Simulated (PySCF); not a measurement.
Rubidium: a sound run and one with changed settings

Sound run: Rb⁺ [Kr], Rb²⁺ [Ar] 3d10 4s2 4p5. All numbers are calculated (PySCF 2.14, scalar relativity by spin-free X2C-1e, in aug-cc-pVDZ-X2C (7s6p4d, 45 functions)). In the sound run the correlated levels freeze [Ar] 3d10 4s2. The sound run starts from symmetry-adapted Hartree-Fock orbitals and uses a fine grid where one is needed.

Changed run: no relativity, point nucleus. This setting is unsound on purpose.

| species | method | sound run (hartree) | changed run (hartree) | converged |
| --- | --- | --- | --- | --- |
| Rb⁺ | UHF | -2979.00310 | -2913.88680 | yes |
| Rb⁺ | LDA | -2976.81811 | -2911.70363 | yes |
| Rb⁺ | TPSS | -2980.74164 | -2915.62640 | yes |
| Rb⁺ | MP2 | -2979.01186 | -2913.89584 | yes |
| Rb⁺ | CCSD(T) | -2979.01274 | -2913.89677 | yes |
| Rb²⁺ | UHF | -2978.00172 | -2912.90430 | yes |
| Rb²⁺ | LDA | -2975.76857 | -2910.67327 | yes |
| Rb²⁺ | TPSS | -2979.70131 | -2914.60517 | yes |
| Rb²⁺ | MP2 | -2978.00611 | -2912.90878 | yes |
| Rb²⁺ | CCSD(T) | -2978.00656 | -2912.90925 | yes |

Ionisation energy of Rb⁺:

```tsv
method	sound run (eV)	changed run (eV)
UHF	27.249	26.735
LDA	28.559	28.038
TPSS	28.309	27.789
MP2	27.368	26.859
SCS-MP2	27.359	26.850
CCSD	27.379	26.870
CCSD(T)	27.380	26.872
```

Most of the change in total energy is the relativistic energy itself. On top of that the contraction fixes the core shape for the Hamiltonian it was made with, so the changed run is not a good calculation with the other Hamiltonian either.

For comparison, NIST gives 27.290 eV between the lowest levels.
